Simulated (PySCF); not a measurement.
C₄H₉O, SMILES [O]C(C)(C)C, multiplicity 2. Atoms are numbered in the order given.

```xyz
14

C     -0.5797    -1.3749     0.0000
C      0.0819     0.0237     0.0000
C     -0.3104     0.7888    -1.2679
C     -0.3104     0.7888     1.2679
O      1.4203    -0.2674     0.0000
H     -1.6721    -1.2449     0.0000
H     -0.2843    -1.9404     0.8945
H     -0.2843    -1.9404    -0.8945
H     -1.3950     0.9723    -1.3052
H      0.2031     1.7616    -1.2951
H     -0.0133     0.2196    -2.1604
H     -0.0133     0.2196     2.1604
H     -1.3950     0.9723     1.3052
H      0.2031     1.7616     1.2951
```
Charge 0, spin multiplicity 2.

The structure is a stationary point at PBE0-D3(BJ)/def2-SVP. The isomer is the one that the SMILES or the coordinates give; other isomers of the formula were not compared.

Two levels are set side by side: PBE/pcH-1 (PySCF) and PBE0/pcH-1 (PySCF). Contact hyperfine couplings, same geometry. Differences are taken from unrounded values.

```
quantity                       PBE0
----------------------------  -----
A(iso) of 13C, atom C1 (MHz)   89.2
A(iso) of 13C, atom C2 (MHz)  -33.3
A(iso) of 13C, atom C3 (MHz)   13.5
A(iso) of 13C, atom C4 (MHz)   13.5
A(iso) of 17O, atom O5 (MHz)  -44.5
A(iso) of 1H, atom H6 (MHz)    41.5
A(iso) of 1H, atom H7 (MHz)    -7.2
A(iso) of 1H, atom H8 (MHz)    -7.2
A(iso) of 1H, atom H9 (MHz)     2.0
A(iso) of 1H, atom H10 (MHz)   -2.2
A(iso) of 1H, atom H11 (MHz)   -1.2
A(iso) of 1H, atom H12 (MHz)   -1.2
A(iso) of 1H, atom H13 (MHz)    2.0
A(iso) of 1H, atom H14 (MHz)   -2.2
```

Question: What does PBE give, and how far is it from PBE0? (An estimate is asked for; the answer gives what the named calculation found.)

Answer: 
| quantity | PBE | PBE minus PBE0 |
|---|---|---|
| A(iso) of 13C, atom C1 (MHz) | 94.9 | 5.7 |
| A(iso) of 13C, atom C2 (MHz) | -26.3 | 7.1 |
| A(iso) of 13C, atom C3 (MHz) | 13.5 | 0.1 |
| A(iso) of 13C, atom C4 (MHz) | 13.5 | 0.1 |
| A(iso) of 17O, atom O5 (MHz) | -26.5 | 18.0 |
| A(iso) of 1H, atom H6 (MHz) | 50.7 | 9.2 |
| A(iso) of 1H, atom H7 (MHz) | -7.6 | -0.4 |
| A(iso) of 1H, atom H8 (MHz) | -7.6 | -0.4 |
| A(iso) of 1H, atom H9 (MHz) | 3.8 | 1.9 |
| A(iso) of 1H, atom H10 (MHz) | -0.1 | 2.1 |
| A(iso) of 1H, atom H11 (MHz) | -0.3 | 0.9 |
| A(iso) of 1H, atom H12 (MHz) | -0.3 | 0.9 |
| A(iso) of 1H, atom H13 (MHz) | 3.8 | 1.9 |
| A(iso) of 1H, atom H14 (MHz) | -0.1 | 2.1 |

Rough cost on one machine, each run with all the roots and properties that it gave: PBE0 against PBE within a factor of 2.
